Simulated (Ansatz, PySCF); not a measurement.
C2H3O2 (SMILES [CH2]C(=O)O), doublet (typed; the unrestricted solution is spin-contaminated), at a GFN2-xTB geometry. Base run: PySCF with MP2/STO-3G.

Here is a job for PySCF.
```python
from pyscf import gto, scf, mp

mol = gto.Mole()
mol.atom = '''
    C    -1.361178   -0.269750    0.132379
    C     0.005792    0.107460   -0.009385
    O     0.412033    1.249895   -0.137014
    O     0.851813   -0.947059    0.009755
    H    -1.623840   -1.305168    0.239524
    H    -2.118218    0.491145    0.130413
    H     1.763606   -0.634929   -0.089827
'''
mol.basis = 'sto-3g'
mol.charge = 0
mol.spin = 1
mol.verbose = 4
mol.build()

mf = scf.UHF(mol)
mf.kernel()

pt = mp.MP2(mf)
pt.kernel()
print('E(MP2) = %.10f' % pt.e_tot)
```

The same geometry, method and basis name were run in Ansatz (a quantum-chemistry and plane-wave program) and PySCF, at each program's defaults and at the settings that a row names. The base is PySCF at its defaults. Differences at the defaults can come from grids, fitting, cores and function types together.

```tsv
code and settings	ΔE vs base (mEh)	basis functions	E (Eh)	SCF cycles	SCF-reference dipole (D)
PySCF, defaults (exact integrals, spherical functions, all electrons correlated)	0.000	23	-224.33336	14	0.35
Ansatz, defaults (factorised integrals, spherical functions, frozen core)	0.995	23	-224.33237	-	-
PySCF, frozen core	0.985	23	-224.33238	14	0.35
Ansatz, high accuracy, frozen core	0.985	23	-224.33238	-	-
```

Open shells are given as the SCF converged; they aren't shown to be the lowest states, and a large step between rows can be another state.
